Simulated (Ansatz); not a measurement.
Species: GeF3, charge -1, multiplicity 1. SMILES of the parent species: [F][Ge]([F])[F]
Coordinates optimised at B3LYP-D3(BJ)/def2-TZVP (Ansatz, a first-principles code):
```
Ge
F 1 1.8360
F 1 1.8360 2 95.45
F 1 1.8360 2 95.45 3 -96.03
```
Charge -1, spin multiplicity 1.

Parts of the frozen-core correlation energy in STO-3G (Ansatz, hartree). Frozen orbitals: 17; correlated occupied orbitals by spin: 13 and 13; virtual: 3 and 3. Spin-orbit coupling is left out. Non-relativistic.

| term | value |
|---|---|
| reference (HF) | -2345.74456 |
| MP2 opposite-spin | -0.05872 |
| MP2 same-spin | -0.00848 |
| CCSD correlation | -0.08512 |
| (T) | -0.00461 |
| FCI minus CCSD(T) | -0.00107 |
| T1 diagnostic | 0.013 |
| largest doubles amplitude | 0.069 |
